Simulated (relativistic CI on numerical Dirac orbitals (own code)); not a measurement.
## Rb⁷⁺: calculation against measurement

Calculated at this level of theory: Dirac-Coulomb-Breit CI, separate exchange-only KLI orbitals for each configuration, model QED (radiative potential, 1s self-energy scaled to tabulated hydrogen-like ionisation energies), valence Slater integrals scaled by 0.9, P86 correlation estimate, and configurations built on the next ion tied to the tabulated ionisation energy (semi-empirical) (own radial code, finite nucleus).

CI space (outside the closed core [Ar]): 3d10 4s2, 3d10 4s 4d, 3d10 4s 5s, 3d10 4s 5p, 3d10 4s 4p, 3d10 4s 5d, 3d10 4s 6s, 3d10 4s 4f, 3d10 4s 5f, 3d10 4p2, 3d10 4d2, 3d10 4p 4d, 3d10 4p 5s, 3d10 4f2, 3d10 4p 4f, 3d10 4d 5s, 3d10 4d 4f, 3d10 4s 6p, 3d10 5s2, 3d10 4s 5g, 3d9 4s 4p2, 3d8 4s2 4p2, 3d10 4s 6d, 3d10 4f 5s. Levels of other configurations are missing.

```
Configuration  Term (tabulated)  J  Measured (cm⁻¹)  Computed  Error  Purity (%)
     3d10 4s2                1S  0              0.0         0      0          98
   3d10 4s 4p               3P°  0         131157.0    133193   2036         100
   3d10 4s 4p               3P°  1         134523.0    136509   1986          99
   3d10 4s 4p               3P°  2         142802.0    144571   1769         100
   3d10 4s 4p               1P°  1         190501.0    194031   3530          97
     3d10 4p2                3P  0         306401.0    305385  -1016          96
     3d10 4p2                3P  1         312379.0    311137  -1242         100
     3d10 4p2                1D  2         313112.0    311597  -1515          59
     3d10 4p2                3P  2         323776.0    322118  -1658          66
     3d10 4p2                1S  0         360665.0    359339  -1326          93
   3d10 4s 4d                3D  1         395837.0    398631   2794         100
   3d10 4s 4d                3D  2         396446.0    399208   2762         100
   3d10 4s 4d                3D  3         397394.0    400117   2723         100
   3d10 4s 4d                1D  2         428785.0    431770   2985          86
   3d10 4s 5s                3S  1         522435.0    525334   2899         100
   3d10 4s 5s                1S  0         534244.0    537762   3518         100
   3d10 4s 4f               3F°  2         610640.0    615589   4949          97
   3d10 4s 4f               3F°  3         610784.0    615700   4916          96
   3d10 4s 4f               3F°  4         610989.0    615873   4884          96
   3d10 4s 4f               1F°  3         641045.0    645579   4534          64
```

Measured levels from Sansonetti, J. Phys. Chem. Ref. Data 35, 301 (2006); pairs were made by configuration, J and term (by order where the table uses no LS term), so strongly mixed levels may be paired wrongly.

Mean error by configuration (cm⁻¹): 3d10 4s 4p 2330; 3d10 4p2 -1351; 3d10 4s 4d 2816; 3d10 4s 5s 3209; 3d10 4s 4f 4821. Over the excited levels the mean absolute error is 2792 cm⁻¹ (19 of the 21 excited levels that our extract of the source holds in range could be paired, and the others can miss by more), and the median relative error of those above 1,000 cm⁻¹ is 0.7 %.
